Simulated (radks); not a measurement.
Coulomb parameter of the 3d shell of the vanadium ion V2+ in the model configuration [Ar] 3d2 4s1, as a second difference U = [E(n + 1) + E(n - 1) - 2 E(n)] / (1)^2 with all orbitals relaxed. "Bare": the charge of the atom changes with n. "Screened": the 4s shell takes up the change at fixed total charge, which measures U(3d,3d) + U(4s,4s) - 2 U(3d,4s). Calculated with a radial shooting solver on a logarithmic mesh with Libxc functionals: Dirac Kohn-Sham, PBE, spin-unpolarised, spherical densities, finite nucleus; open shells are shared between the two j in proportion to 2j + 1; Fermi nuclear charge, rms radius 3.6002 fm.

| case | configuration | E - E(n) (eV) |
|---|---|---|
| start | [Ar] 3d2 4s1 | 0.000 |
| bare +1 | [Ar] 3d3 4s1 | -19.392 |
| bare -1 | [Ar] 3d1 4s1 | 34.936 |
| screened +1 | [Ar] 3d3 | -5.096 |
| screened -1 | [Ar] 3d1 4s2 | 8.761 |

U(bare) = 15.544 eV, U(screened by 4s) = 3.665 eV.
